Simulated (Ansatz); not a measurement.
**Worked example: vertical ionisation energy of SiSe (SMILES [Si][Se])**

The species is SiSe (2 atoms), meant as a singlet with charge 0. As SMILES, `[Si][Se]`. Geometry: a GFN2-xTB relaxation, a rough one for these elements and not checked as a minimum.

| atom | x (Å) | y (Å) | z (Å) |
| --- | --- | --- | --- |
| Si | 0.0000 | 0.0000 | 0.0000 |
| Se | 0.0000 | 0.0000 | 2.1245 |

Both states at this one shape; open shells run unrestricted unless said. 1 Eh = 27.2114 eV.

| level | program | singlet SiSe (Eh) | doublet SiSe+ (Eh) |
| --- | --- | --- | --- |
| HSE06/STO-3G | Ansatz | -2660.660389 | -2660.389553 |
| MP2/STO-3G, 14 core orbitals frozen | Ansatz | -2659.220552 | -2658.982556 |

Q: Work out the vertical ionisation energy at each level.

A: 
1. HSE06/STO-3G: -2660.389553 − (-2660.660389) = 0.270836 Eh = 7.37 eV.
2. MP2/STO-3G: -2658.982556 − (-2659.220552) = 0.237996 Eh = 6.48 eV.

No measured value is set beside it here; the levels span 6.48 to 7.37 eV. Minimal sets are far from the basis-set limit. All-electron rows are non-relativistic unless named.
